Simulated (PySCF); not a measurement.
**A thermochemical cycle for InH**

PBE in PySCF with def2-TZVP on every atom (core potentials on In), for the lowest determinant that a PBE0 search found; no spin–orbit coupling. InH, a singlet (closed shell), has De = 2.66 eV to neutral atoms, and InH⁺, a doublet (σ ↑), has De = 0.29 eV to In⁺ + H.

The adiabatic ionisation energy of InH, between the minima, is 7.95 eV.

Which ionisation energy of the In atom does this level give?

IE(In) = IE(molecule) + De(ion) − De(neutral) = 7.95 + 0.29 − 2.66 = 5.58 eV; the measured value is 5.786 eV (NIST ASD).

Weak bonds: InH⁺. Basis-set superposition, not corrected here, can be much of De in a small basis, most of all at correlated wavefunction levels. These are scalar-relativistic numbers at best; spin–orbit coupling would shift them, the dissociation energy most. For an ion De counts to the pair picked by the measured ionisation energies or electron affinities, which need not be the lowest pair at this level. States were picked by a PBE0 search and need not be the measured ground states.
